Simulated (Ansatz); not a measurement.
`F[CH2][AlH][F]` + HBr → `[F][AlH][Br]` + fluoromethane at 298.15 K and 1 bar (ligand exchange at the Al–C bond).

Computed with Ansatz on PBE0-D4/def2-TZVP structures; ΔE is electronic, products minus reactants. CCSD(T)/CBS adds triple-zeta CCSD(T) − MP2 to the extrapolated MP2 energy (def2 sets, frozen cores). This one scheme is used for every species. For Br outer-core shells are correlated without core-valence functions, which leaves a few kJ/mol of doubt a bond. Scalar relativity is left out up to krypton. One conformer a species, not always the lowest.

| species | CCSD(T)/CBS energy (Eh) | H − E (kJ/mol) | S (J/(mol·K)) |
| --- | --- | --- | --- |
| `F[CH2][AlH][F]` | -481.50843 | 117.2 | 317.6 |
| HBr | -2573.91920 | 24.6 | 198.6 |
| `[F][AlH][Br]` | -2915.86674 | 40.8 | 294.2 |
| `CF` | -139.63461 | 113.4 | 222.6 |

H − E and S are ideal-gas, rigid-rotor, harmonic terms from PBE0-D4/def2-TZVP, for one conformer and one mirror image of each species. 1 Eh = 2625.50 kJ/mol, R = 8.31446 J/(mol·K).

Problem. By hand: ΔE, ΔH, ΔS and ΔG.

Solution. ΔE = (-2915.86674) + (-139.63461) − (-481.50843) − (-2573.91920) = -0.07372 Eh = -193.6 kJ/mol. Δ(H − E) = 40.8 + 113.4 − 117.2 − 24.6 = 12.4, so ΔH = -181.2 kJ/mol. ΔS = 294.2 + 222.6 − 317.6 − 198.6 = 0.6 J/(mol·K). ΔG = -181.2 − 298.15 × (0.6)/1000 = -181.4 kJ/mol.

Problem. By hand: the equilibrium constant, and the temperature at which ΔG would vanish if ΔH and ΔS stayed fixed.

Solution. log₁₀ K = −ΔG/(RT ln 10) = 31.8. ΔH and −TΔS have one sign here, so there is no such temperature.

The number of gas molecules stays the same, so ΔS is small and ΔH decides. A doubt of 5 kJ/mol in ΔE shifts log₁₀ K by 0.9 here. Other conformers and mirror images would add mixing entropy, several J/(mol·K) or more a flexible species. These are equilibria of isolated gas molecules and say nothing of rates. Largest T1 diagnostic: 0.012 (customary marks: 0.02 for closed shells, 0.045 for open ones).

ΔS is within the doubt of such terms, so its sign, and with it that verdict, could turn.
